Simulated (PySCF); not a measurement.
Relaxation of singlet [ZnH3]-

These are results of PySCF, PBE0, basis Zn def2-TZVPD, H def2-TZVPD (no relativity, density fitting), not measurements. A (50,194) grid was used.

A hand-made trigonal planar start, of D3h symmetry, held to at least that symmetry:

```xyz
4
charge -1 multiplicity 1, angstrom
Zn    0.0000    0.0000    0.0000
H     1.5000    0.0000    0.0000
H    -0.7500    1.2990    0.0000
H    -0.7500   -1.2990    0.0000
```

(1) What forces act on the atoms at the start (eV/Å)?

(2) What does it relax to?

(3) How much energy is released, and in how many steps?

Results:

(1) 
| atom | Fx | Fy | Fz |
| --- | --- | --- | --- |
| Zn1 | 0.00 | 0.00 | 0.00 |
| H2 | 1.86 | 0.00 | 0.00 |
| H3 | -0.93 | 1.61 | 0.00 |
| H4 | -0.93 | -1.61 | 0.00 |

(2) It ends at D3h with Zn–H 1.650 Å (×3); H–Zn–H 120.0° (×3). A frequency run shows a minimum. Other isomers or separated fragments may lie lower.

(3) 36.3 kJ/mol in 4 steps.
